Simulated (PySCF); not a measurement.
**Assignment exercise: C₇H₁₃NSi**

Geometry:
| atom | x (Å) | y (Å) | z (Å) |
| --- | --- | --- | --- |
| C1 | 4.029 | -0.467 | 0.545 |
| C2 | 2.741 | -0.453 | -0.108 |
| C3 | 1.667 | -0.448 | -0.657 |
| Si4 | 0.009 | -0.447 | -1.462 |
| C5 | -1.249 | 0.080 | -0.091 |
| C6 | -0.920 | 1.488 | 0.403 |
| C7 | -1.182 | -0.905 | 1.078 |
| C8 | -2.596 | 0.006 | -0.727 |
| N9 | -3.315 | 0.916 | -1.212 |
| H10 | 4.824 | -0.389 | -0.197 |
| H11 | 4.108 | 0.372 | 1.237 |
| H12 | 4.153 | -1.396 | 1.100 |
| H13 | -0.033 | 0.532 | -2.552 |
| H14 | -0.317 | -1.797 | -1.930 |
| H15 | 0.052 | 1.494 | 0.891 |
| H16 | -1.667 | 1.828 | 1.122 |
| H17 | -0.884 | 2.202 | -0.419 |
| H18 | -1.435 | -1.913 | 0.755 |
| H19 | -1.881 | -0.613 | 1.862 |
| H20 | -0.180 | -0.924 | 1.503 |
| H21 | -3.004 | -1.001 | -0.808 |
| H22 | -2.930 | 1.856 | -1.133 |

PySCF calculation with NMR shieldings at PBE0/pcSseg-1/GIAO and coordinates at the GFN2-xTB level; averaged over atoms made equivalent by symmetry, fast rotation or ring inversion, no solvent model, non-relativistic, single conformer.

References, each an isolated molecule treated in the same way: 13C and 1H vs TMS.

Problem. Assign these signals to the numbered atoms. 13C{1H} NMR (computed): δ 182.4 (CH), 115.6 (C), 80.6 (C), 36.2 (C), 21.7 (CH3), 6.0 (CH3).

Solution. 
```tsv
δ (ppm)	atoms	environment	reason
182.4	C8	carbon bonded to C, N, H	–
115.6	C2	carbon bonded to 2 C	–
80.6	C3	carbon bonded to C, Si	–
36.2	C5	carbon bonded to 3 C, Si	–
21.7	C6/C7	carbon bonded to C, 3 H	–
6.0	C1	carbon bonded to C, 3 H	–
```

Problem. Assign these signals to the numbered atoms. 1H NMR (400 MHz, computed): δ 10.62 (br s, 1H), 7.96 (s, 1H), 4.18 (s, 2H), 2.13 (s, 3H), 1.24 (s, 6H).

Solution. 
| δ (ppm) | atoms | environment | reason |
| --- | --- | --- | --- |
| 10.62 | H22 | hydrogen on a nitrogen bonded to C | – |
| 7.96 | H21 | hydrogen on a carbon bonded to C, N | – |
| 4.18 | H13/H14 | hydrogen on a silicon bonded to 2 C | – |
| 2.13 | H10/H11/H12 | hydrogen on a carbon bonded to C | – |
| 1.24 | H15/H16/H17/H18/H19/H20 | hydrogen on a carbon bonded to C | – |

OH/NH shifts are gas-phase values; hydrogen bonding in solution moves them, usually downfield. Shifts are as computed. Against solution values, carbons near 30 ppm lie about +3 ppm off and those near 130 ppm about +5 ppm. Of 1211 compounds with measured shifts, 218 miss one by over three times the rms of a fit or turn the order of signals round; such compounds aren't used in these exercises. No couplings were computed; multiplicities are counted from neighbouring protons, with m where these are inequivalent, close in shift, in a saturated or five-membered ring or joined by F or P, and br s for small geminal =CH2 splittings.
